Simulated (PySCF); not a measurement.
# W (tungsten, neutral) across methods

[Xe] 4f14 5d4 6s2, high-spin 5D determinant. Computed with PySCF 2.14 in def2-TZVPPD with the def2 core potential (60 electrons) (6s5p3d2f1g, 59 functions), with a scalar-relativistic core potential.

```
 method  E (hartree)  mean ε 6s α (eV)  mean ε 5d α (eV)  mean ε 6s β (eV)  Σ⟨r²⟩ (bohr²)   ⟨S²⟩
  TPSSh     -66.8981            -6.414            -5.895            -4.862          57.95  6.011
LC-wPBE     -66.9189            -8.784            -9.254            -7.206          57.63  6.014
  wB97X     -66.9250            -8.415            -8.765            -7.579          57.69  6.006
    LDA     -66.7716            -6.310            -5.394            -5.015          57.94  6.008
    UHF    -66.31879            -8.263           -10.321            -6.062          59.84  6.035
  B97-3     -66.9311            -6.705            -6.641            -5.284          58.18  6.012
 r2SCAN     -66.9456            -6.446            -5.776            -4.774          58.24  6.028
    PBE     -66.9437            -6.096            -5.331            -4.707          57.87  6.009
   PBE0     -66.9052            -6.797            -6.670            -5.306          57.86  6.011
```

Energies and moments cover only the electrons outside the core potential. Spin-orbit coupling, absent here, splits the open shell strongly.
